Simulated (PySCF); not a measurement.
**Radial density of Tc⁺ (technetium, charge +1)**

PBEsol, [Kr] 4d5 5p1, high-spin 7P determinant (an excited configuration). All numbers are calculated (PySCF 2.14, the non-relativistic Hamiltonian (point nucleus), in dyall-av2z (22s15p11d2f, 136 functions)).

| r (bohr) | 4πr²ρ (e/bohr) | 4πr²(ρα − ρβ) |
| --- | --- | --- |
| 0.000574 | 0.2189 | 0.0000 |
| 0.000966 | 0.5989 | 0.0000 |
| 0.00163 | 1.601 | -0.0001 |
| 0.00273 | 4.117 | -0.0001 |
| 0.00460 | 9.925 | -0.0004 |
| 0.00773 | 21.46 | -0.0008 |
| 0.0130 | 38.75 | -0.0013 |
| 0.0219 | 52.46 | -0.0013 |
| 0.0368 | 49.30 | 0.0010 |
| 0.0619 | 48.53 | 0.0160 |
| 0.104 | 66.58 | 0.1313 |
| 0.175 | 48.53 | 0.5580 |
| 0.295 | 50.13 | 0.7310 |
| 0.496 | 31.58 | -0.0172 |
| 0.834 | 12.24 | 1.8836 |
| 1.40 | 8.847 | 3.4152 |
| 2.36 | 1.694 | 1.3709 |
| 3.97 | 0.3756 | 0.3740 |
| 6.67 | 0.02960 | 0.0296 |
| 11.2 | 0.0002195 | 0.0002 |

A non-relativistic calculation at this Z misses sizeable relativistic shifts.

Question: Where is the radial spin density 4πr²(ρα − ρβ) most negative, and why is it negative at all?

Answer: Around r = 0.496 bohr, down to -0.0172 e/bohr: exchange with the open shell polarises the paired shells in an unrestricted calculation.
